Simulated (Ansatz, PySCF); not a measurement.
Si(GeH3)2(H)2 (Ge2H8Si), SMILES [GeH3][SiH2][GeH3]. Atoms are numbered in the order given.

```xyz
11

Si     0.0580    -0.8315    -0.6818
Ge     1.8953     0.5560    -0.0675
Ge    -1.9406    -0.0796     0.3757
H      0.3393    -2.2440    -0.2745
H     -0.1191    -0.7979    -2.1676
H      1.6182     2.0123    -0.4861
H      2.0954     0.5203     1.4593
H      3.1976     0.0895    -0.7446
H     -3.1445    -0.9545    -0.0209
H     -2.2363     1.3764    -0.0312
H     -1.7786    -0.1316     1.9067
```
Charge 0, spin multiplicity 1.

Geometry optimised at PBE0-D3(BJ)/def2-SVP.

Two levels are set side by side: PBE-D3(BJ)/def2-SVP (Ansatz, an electronic-structure program) and PBE0-D3(BJ)/def2-SVP (Ansatz). Each level has its own optimised geometry; the coordinates shown are those of the second. Frequencies come from the Hessian of PySCF at each geometry. Differences are taken from unrounded values.

| quantity | PBE0-D3(BJ) |
|---|---|
| mean bond length (Å) | 1.700 |
| bond Si1–Ge2 (Å) | 2.383 |
| bond Si1–Ge3 (Å) | 2.383 |
| bond Si1–H4 (Å) | 1.497 |
| bond Si1–H5 (Å) | 1.497 |
| bond Ge2–H6 (Å) | 1.540 |
| bond Ge2–H7 (Å) | 1.540 |
| bond Ge2–H8 (Å) | 1.540 |
| bond Ge3–H9 (Å) | 1.540 |
| bond Ge3–H10 (Å) | 1.540 |
| bond Ge3–H11 (Å) | 1.540 |
| highest harmonic wavenumber (cm⁻¹) | 2222 |
| mean harmonic wavenumber (cm⁻¹) | 1033 |
| zero-point energy (kcal/mol) | 39.89 |

What does PBE-D3(BJ) give, and how far is it from PBE0-D3(BJ)? (An estimate is asked for; the answer gives what the named calculation found.)


| quantity | PBE-D3(BJ) | PBE-D3(BJ) minus PBE0-D3(BJ) |
|---|---|---|
| mean bond length (Å) | 1.711 | 0.011 |
| bond Si1–Ge2 (Å) | 2.394 | 0.011 |
| bond Si1–Ge3 (Å) | 2.394 | 0.011 |
| bond Si1–H4 (Å) | 1.507 | 0.011 |
| bond Si1–H5 (Å) | 1.507 | 0.010 |
| bond Ge2–H6 (Å) | 1.552 | 0.012 |
| bond Ge2–H7 (Å) | 1.552 | 0.012 |
| bond Ge2–H8 (Å) | 1.552 | 0.012 |
| bond Ge3–H9 (Å) | 1.552 | 0.012 |
| bond Ge3–H10 (Å) | 1.552 | 0.012 |
| bond Ge3–H11 (Å) | 1.552 | 0.012 |
| highest harmonic wavenumber (cm⁻¹) | 2155 | -67 |
| mean harmonic wavenumber (cm⁻¹) | 997 | -36 |
| zero-point energy (kcal/mol) | 38.49 | -1.40 |

Exact exchange shortens and stiffens bonds; PBE has none. Differences between two approximate levels are no errors against the true value.
